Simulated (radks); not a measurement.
The numbers below are computed, except where a source is named.
Valence configurations of Pr III (all share [Xe]). Code: a radial shooting solver on a logarithmic mesh with Libxc functionals. Model: scalar-relativistic Kohn-Sham, PBE, spin-unpolarised, spherical densities, point nucleus. Energies are relative to 4f3; eigenvalues in eV.

| valence | E (eV) | e(4f) | e(5d) | e(6p) | e(6s) |
|---|---|---|---|---|---|
| 4f3 | 0.000 | -13.839 | - | - | - |
| 4f2.5 6p0.5 | 2.862 | -18.089 | - | -10.758 | - |
| 4f2 5d1 | 2.222 | -19.188 | -14.965 | - | - |
| 4f1 6s2 | 13.851 | -31.220 | - | - | -16.979 |
| 4f2 6s0.5 6p0.5 | 5.474 | -22.274 | - | -11.449 | -15.425 |
| 4f2 6p1 | 7.461 | -22.799 | - | -11.746 | - |
| 4f1 5d1 6p1 | 15.232 | -29.375 | -19.106 | -12.156 | - |

NIST lists [Xe] 4f3 as the ground configuration; this level of theory agrees among the configurations tried. The energies are those of spherical spin-averaged densities, not of single terms.
